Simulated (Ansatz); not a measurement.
Pulling on the Se4–H5 bond in BH3Se (SMILES B[SeH]) (multiplicity 1 held, fragments rigid). Energies count from the point at 1.473 Å.
Geometry at that point (charge 0, multiplicity 1):
```tsv
atom	x (Å)	y (Å)	z (Å)
B	0.4501	-0.0398	-1.5025
H	-0.2892	-0.5600	-2.2704
H	1.4866	0.4372	-1.8194
Se	-0.1317	-0.0109	0.3152
H	1.0302	0.6917	0.8871
```

Signs of static correlation in cc-pVDZ, with CASSCF(4,3), from Ansatz (a quantum-chemistry and plane-wave program) runs.

```
R (Å)  T1 of restricted CCSD  ⟨S²⟩ of UHF  largest double amplitude of restricted CCSD  weight of the CASSCF reference in MRCISD  CASSCF natural occupations
-----  ---------------------  -----------  -------------------------------------------  ----------------------------------------  --------------------------
1.179                  0.017        0.000                                        0.057                                     0.908              2.00 1.99 0.01
1.326                  0.018        0.000                                        0.058                                     0.907              2.00 1.98 0.02
1.473                  0.018        0.000                                        0.058                                     0.907              2.00 1.97 0.03
1.621                  0.019        0.000                                        0.059                                     0.907              2.00 1.96 0.04
1.768                  0.020        0.000                                        0.065                                     0.906              2.00 1.94 0.06
1.989                  0.021        0.260                                        0.144                                     0.906              2.00 1.89 0.11
2.210                  0.024          ___                                        0.236                                     0.906              2.00 1.81 0.19
2.578                  0.029        0.884                                        0.388                                     0.905              2.00 1.62 0.38
2.947                  0.035        0.967                                        0.536                                     0.905              2.00 1.42 0.58
3.389                  0.040        0.999                                          ___                                     0.905              2.00 1.24 0.76
3.978                  0.043        1.009                                        0.804                                     0.905              2.00 1.10 0.90
4.715                  0.042        1.011                                        0.873                                     0.905              2.00 1.03 0.97
```

### Question
Some entries are withheld; supply them.

### Answer

- 2.210, ⟨S²⟩ of UHF: 0.632
- 3.389, largest double amplitude of restricted CCSD: 0.681

Doubts at one or more of the structures used: active orbitals that take no part (SC-NEVPT2 on CASSCF(4,3)/cc-pVDZ); a restricted determinant that unrestricted orbitals would lower (R-CCSD(T)/cc-pVDZ); other coupled-cluster roots lie near (R-CCSD(T)/cc-pVDZ); a spin-contaminated determinant (U-CCSD(T)/cc-pVDZ); T1 above 0.05 (U-CCSD(T)/cc-pVDZ).
